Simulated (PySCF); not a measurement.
# CH5AlO3

CH5AlO3 is a small molecule, neutral, singlet. The structure, one conformer, was relaxed in the gas phase by PBE0-D3(BJ)/def2-SVP. No frequency run checks that it is a minimum.

SMILES: C[O][Al]([OH])[OH]

```xyz
10

O     1.579   -1.724    1.130
Al    0.455   -0.933    0.137
O    -0.324   -1.773   -1.111
O     0.105    0.700    0.385
C    -0.725    1.646   -0.205
H     2.045   -1.285    1.844
H    -0.172   -2.701   -1.297
H    -1.450    2.041    0.529
H    -0.136    2.505   -0.575
H    -1.301    1.244   -1.058
```
Atom numbers follow the order of the file, from 1.

Shieldings: GIAO PBE0/pcSseg-2. Shifts are against computed references at the same level: C TMS (σ 184.1 ppm), H TMS (σ 31.24 ppm). Core levels by delta-SCF with SCAN, pcX-2 on the ionised atom and pcseg-1 elsewhere, spin-free X2C (2p3/2 is the spin-free 2p value less a third of a first-order spin-orbit splitting); from the vacuum level, for chosen atoms.

Give the NMR and core-level values of the distinct atoms.


```json
{"atoms": "O1", "bonded to": "1 Al + 1 H", "σ (ppm)": "322.3", "δ (ppm)": "-", "core level (eV)": "1s 538.21"}
{"atoms": "Al2", "bonded to": "3 O", "σ (ppm)": "470.9", "δ (ppm)": "-", "core level (eV)": "2p3/2 80.83"}
{"atoms": "O3", "bonded to": "1 Al + 1 H", "σ (ppm)": "326.1", "δ (ppm)": "-", "core level (eV)": "1s 538.21"}
{"atoms": "O4", "bonded to": "1 Al + 1 C", "σ (ppm)": "333.2", "δ (ppm)": "-", "core level (eV)": "1s 537.72"}
{"atoms": "C5", "bonded to": "1 O + 3 H", "σ (ppm)": "129.1", "δ (ppm)": "55.0", "core level (eV)": "1s 292.29"}
{"atoms": "H6", "bonded to": "1 O", "σ (ppm)": "30.40", "δ (ppm)": "0.84", "core level (eV)": "-"}
{"atoms": "H7", "bonded to": "1 O", "σ (ppm)": "30.34", "δ (ppm)": "0.90", "core level (eV)": "-"}
{"atoms": "H8 H9 H10", "bonded to": "1 C", "σ (ppm)": "27.46", "δ (ppm)": "3.79", "core level (eV)": "-"}
```

Values are those of this one static structure, with the three H of a rotating XH3 group averaged; atoms that internal rotation interchanges would show their mean in an NMR spectrum.

Which of O1, O3, O4 holds its core electrons tightest, and by how much against the loosest?

O1 (bonded to 1 Al + 1 H), by 0.49 eV over O4 (bonded to 1 Al + 1 C).

By CAM-B3LYP/def2-SVPD (TDDFT singlets, Tamm-Dancoff triplets, ionisation by delta-SCF), where does absorption start, and what does vertical ionisation take?

The first singlet with intensity lies at 6.75 eV (f 0.008); what lies below it is dark. The lowest singlet lies at 6.43 eV (f 0.000), the strongest of the first 6 at 7.83 eV (f 0.122), the lowest triplet at 6.19 eV; vertical ionisation takes 10.69 eV.
